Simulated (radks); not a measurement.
The numbers below are computed, except where a source is named.
Problem. Tb13+, configuration [Kr] 4d10 4f4 5s2 (the NIST ground configuration). Code: a radial shooting solver on a logarithmic mesh with Libxc functionals. Model: scalar-relativistic Kohn-Sham, exchange-only LDA, spin-polarised, spherical densities, point nucleus; open shells are filled with parallel spins first (spin-orbit coupling, left out, can overturn this in heavy ions). Some entries of the table are withheld. Estimate them.

| orbital | occ. | eigenvalue (eV) | <r> (bohr) | r(max) (bohr) |
|---|---|---|---|---|
| 1s down | 1 | -52079.94 | 0.02152 | 0.01365 |
| 1s up | 1 | -52079.93 | 0.02152 | 0.01365 |
| 2s up | 1 | -8857.150 | 0.09157 | 0.07756 |
| 2s down | 1 | -8857.057 | 0.09156 | 0.07756 |
| 2p up | 3 | -7903.051 | 0.08092 | 0.06281 |
| 2p down | 3 | -7902.989 | 0.08092 | 0.06281 |
| 3s up | 1 | -2175.171 | 0.2396 | 0.2200 |
| 3s down | 1 | -2172.686 | 0.2395 | 0.2199 |
| 3p up | 3 | -1880.923 | 0.2383 | 0.2160 |
| 3p down | 3 | -1878.460 | 0.2381 | 0.2159 |
| 3d up | 5 | -1496.431 | 0.2167 | 0.1764 |
| 3d down | 5 | -1494.511 | 0.2164 | 0.1763 |
| 4s up | 1 | -638.4652 | 0.5339 | 0.5017 |
| 4s down | 1 | -633.4184 | 0.5341 | 0.5016 |
| 4p up | 3 | -539.7237 | 0.5616 | 0.5223 |
| 4p down | 3 | -534.7773 | 0.5620 | 0.5223 |
| 4d up | 5 | -403.8910 | 0.5963 | 0.5372 |
| 4d down | 5 | -399.0622 | 0.5973 | 0.5372 |
| 5s up | 1 | (1) | 1.099 | 1.060 |
| 5s down | 1 | (2) | 1.106 | 1.064 |
| 4f up | 4 | (3) | 0.6484 | 0.5098 |
| 4f down | 0 | (4) | 0.6524 | 0.5109 |
| 5p up | 0 | -227.8900 | 1.183 | (5) |
| 5p down | 0 | -225.5250 | 1.191 | (6) |
| 6s up | 0 | -142.5219 | 1.911 | 1.941 |
| 6s down | 0 | -141.6789 | 1.920 | 1.952 |

Solution. 
(1) 5s up eigenvalue (eV): -260.8472
(2) 5s down eigenvalue (eV): -258.1200
(3) 4f up eigenvalue (eV): -252.8903
(4) 4f down eigenvalue (eV): -248.0938
(5) 5p up r(max) (bohr): 1.140
(6) 5p down r(max) (bohr): 1.146
